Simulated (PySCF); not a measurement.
Silver: a sound run and one with changed settings

Sound run: Ag⁺ [Kr] 4d10, Ag²⁺ [Kr] 4d9. All numbers are calculated (PySCF 2.14, a scalar-relativistic core potential, in def2-TZVP with the def2 core potential (28 electrons)). The sound run starts from symmetry-adapted Hartree-Fock orbitals and uses a fine grid where one is needed.

Changed run: basis STO-3G, all-electron and non-relativistic. This setting is unsound on purpose.

| species | method | sound run (hartree) | changed run (hartree) | converged |
| --- | --- | --- | --- | --- |
| Ag⁺ | UHF | -145.88329 | -5146.23635 | yes |
| Ag⁺ | r2SCAN | -146.72746 | -5148.22567 | yes |
| Ag⁺ | MN15 | -146.39139 | -5144.49763 | yes |
| Ag²⁺ | UHF | -145.15575 | -5145.91010 | yes |
| Ag²⁺ | r2SCAN | -145.93362 | -5147.84844 | yes |
| Ag²⁺ | MN15 | -145.58661 | -5144.13968 | yes |

Ionisation energy of Ag⁺:

```
method  sound run (eV)  changed run (eV)
   UHF          19.797             8.878
r2SCAN          21.602            10.265
  MN15          21.899             9.740
```

A minimal basis cannot let orbitals breathe on ionisation and holds almost no correlation. The Hamiltonian changed with the basis, so the totals do not compare.

For comparison, NIST gives 21.484 eV between the lowest levels.
